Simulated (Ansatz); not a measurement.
The first iterations of a band of C$_{2}$H$_{3}$BLi (7 atoms, charge 0, multiplicity 2).

Computed with UKS B3LYP-D4/def2-SVP in Ansatz 0.2.0.

```json
{
  "movable images": "5",
  "climbing image": "yes",
  "spring": "5.0 eV/Å²",
  "optimiser": "quadratic models (default)",
  "start path": "through a guess of the saddle point",
  "force threshold": "0.05 eV/Å",
  "iteration limit": "50",
  "end points": "relaxed"
}
```

Image 0:

```xyz
7
Properties=species:S:1:pos:R:3
Li -1.427 -3.101 -0.504
B -0.434 -1.312 -0.112
C 0.328 -0.093 0.205
C 0.149 1.251 -0.049
H 1.240 -0.367 0.775
H -0.721 1.616 -0.604
H 0.864 2.006 0.291
```

Image 6:

```xyz
7
Properties=species:S:1:pos:R:3
Li -1.428 -3.100 -0.504
B -0.433 -1.312 -0.113
C 0.329 -0.094 0.205
C 0.149 1.251 -0.050
H 1.242 -0.366 0.775
H 0.863 2.006 0.290
H -0.722 1.615 -0.604
```

| iteration | highest image above the first end (eV) | largest band force component (eV/Å) |
| --- | --- | --- |
| 1 | 7.183 | 26.317 |
| 2 | 1.865 | 5.519 |
| 3 | 1.068 | 3.042 |

Task: Does the band converge within its limit, and where does its top end?

Result: The forces met the threshold. It ended after 9 iterations with the highest image 0.904 eV above the first end. A vibrational analysis at the climbing image gives one clearly imaginary mode, 585i cm⁻¹: a first-order saddle point.

Run time: 2.7 min on 1 thread of Arm Neoverse V2 (shared host), peak memory 0.22 GiB.
